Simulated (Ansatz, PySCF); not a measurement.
Breaking the Ge1–F3 bond in FGeH (SMILES [F][GeH]) (multiplicity 1 held, fragments rigid). Energies count from the point at 1.770 Å.
Geometry at that point (charge 0, multiplicity 1):
```xyz
3

Ge    -0.1137    -0.2269     0.2808
H     -0.9845    -1.0535    -0.7992
F      0.5137     0.9238    -0.9095
```

Restricted levels (R-, RO-) in cc, def2 and unpolarised 6-31G sets keep to the state of the molecule at rest. U- levels take the lowest unrestricted solution at each point, which mixes spins at long bonds. Left out are points that failed, MP2 points that dive below the minimum, coupled-cluster points behind a jump of the amplitudes or a sharp parting from full CI or MRCI, small-basis points behind a change of solution, and semi-empirical points at long bonds. Curves can end on different states.

Correlated levels freeze the cores. Filled d and f shells under p-block atoms count as core. Rows in 3-21G carry no dispersion term and start afresh at each structure; the Pople sets are all-electron and without relativity.

The values were computed with Ansatz (Gaussian orbitals); PySCF for 3-21G rows. Values without a source in brackets are computed.

Energies in kcal/mol.

| R (Å) | R-HF/3-21G | R-HF/cc-pVTZ | R-r2SCAN/cc-pVTZ | U-MP2/cc-pVTZ | U-CCSD/cc-pVTZ | R-CCSD(T)/cc-pVTZ |
|---|---|---|---|---|---|---|
| 1.416 | 59.7 | 60.8 | 65.5 | 68.0 | 67.0 | 68.0 |
| 1.593 | 4.3 | 7.4 | 10.0 | 10.6 | 10.0 | 10.5 |
| 1.770 | 0.0 | 0.0 | 0.0 | 0.0 | 0.0 | 0.0 |
| 1.948 | 14.7 | 10.1 | 7.7 | 7.8 | 8.5 | 8.1 |
| 2.125 | 34.8 | 26.1 | 21.7 | 22.2 | 23.5 | 22.6 |
| 2.390 | 64.4 | 51.6 | 44.6 | 46.7 | 48.1 | 46.6 |
| 2.656 | 89.6 | 74.5 | 65.1 | 95.3 | 71.6 | 68.5 |
| 3.098 | 123.3 | 104.7 | 91.1 | 121.6 | 100.6 | 96.0 |
| 3.541 | 150.0 | 126.7 | 108.1 | 127.0 | 113.8 | 107.5 |
| 4.072 | 174.1 | 146.0 | 120.3 | 128.8 | 118.2 | 53.9 |
| 4.780 | 193.6 | 163.5 | 128.7 | 129.2 | 118.5 | left out |
| 5.665 | left out | 176.7 | 133.3 | 129.3 | 118.6 | left out |

Doubts at one or more of the structures used: a restricted determinant that unrestricted orbitals would lower (R-HF/3-21G, R-HF/cc-pVTZ, R-r2SCAN/cc-pVTZ, R-CCSD(T)/cc-pVTZ); a spin-contaminated determinant (U-MP2/cc-pVTZ, U-CCSD/cc-pVTZ); T1 above 0.05 (U-CCSD/cc-pVTZ, R-CCSD(T)/cc-pVTZ); other coupled-cluster roots lie near (R-CCSD(T)/cc-pVTZ).

Ansatz is a first-principles code.
